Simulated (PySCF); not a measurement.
## LDA on Mn²⁺ (manganese, charge +2)

Configuration: [Ar] 3d5, high-spin 6S determinant. Calculation: PySCF 2.14, in 6-31G* (5s4p2d1f, 34 functions); no relativity, point nucleus.

| Item | Value |
| --- | --- |
| Total energy | -1147.598 hartree |
| One-electron energy | -1568.472 hartree |
| Hartree (Coulomb) energy | 470.171 hartree |
| Exchange-correlation energy | -49.296 hartree |
| Kinetic energy | 1148.12810 hartree |
| ⟨S²⟩ | 8.7503 |
| ⟨L²⟩ | 0.000 |
| Sum of ⟨r⟩ | 14.91 bohr |
| Sum of ⟨r²⟩ | 15.89 bohr² |
| Density at the nucleus (Gaussians lack the cusp) | 9930 bohr⁻³ |
| Spin density at the nucleus | 0.111 bohr⁻³ |
| Langevin diamagnetic susceptibility | -12.6 ×10⁻⁶ cm³/mol |
| Time after the integrals | 0.22 s of wall time on 1 thread of Neoverse-V2 (shared host) |

```
shell  electrons  mean orbital energy (eV)  rms radius, mean of both spins (bohr)
 1s α          1                   -6375.5                                 0.0713
 1s β          1                   -6375.5                                 0.0713
 2s α          1                   -749.09                                  0.306
 2s β          1                   -746.85                                  0.306
 2p α          3                   -645.59                                  0.275
 2p β          3                   -643.87                                  0.275
 3s α          1                   -102.85                                  0.926
 3s β          1                   -97.679                                  0.926
 3p α          3                   -73.275                                  0.991
 3p β          3                   -68.212                                  0.991
 3d α          5                   -25.558                                   1.24
```
